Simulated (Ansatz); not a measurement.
Z-matrix (Å, degrees):
```
Si
N 1 1.6941
H 2 1.0055 1 122.82
H 2 1.0063 3 113.24 1 -179.94
C 1 1.6953 2 127.00 3 -179.87
H 5 1.0827 1 125.00 2 0.06
H 5 1.0836 6 115.94 1 -180.00
H 1 1.4759 2 108.99 3 0.13
```
Charge +1, spin multiplicity 2.

The numbers are results of frozen-core CCSD(T)/cc-pVTZ // r2SCAN-D4/def2-TZVP in Ansatz (a program for electronic structure), not measurements. The geometry is that of the parent before the electron was removed.

| Property | Result |
|---|---|
| HF energy | -383.94580 Ha |
| MP2 correlation energy | -0.45164 Ha |

Q: Estimate the CCSD correlation energy, the (T) correction, the total energy and the T1 diagnostic.

A: 
```
Quantity                         Value
-----------------------  -------------
CCSD correlation energy    -0.48752 Ha
(T) correction             -0.01818 Ha
CCSD(T) total energy     -384.45150 Ha
T1 diagnostic                    0.017
```
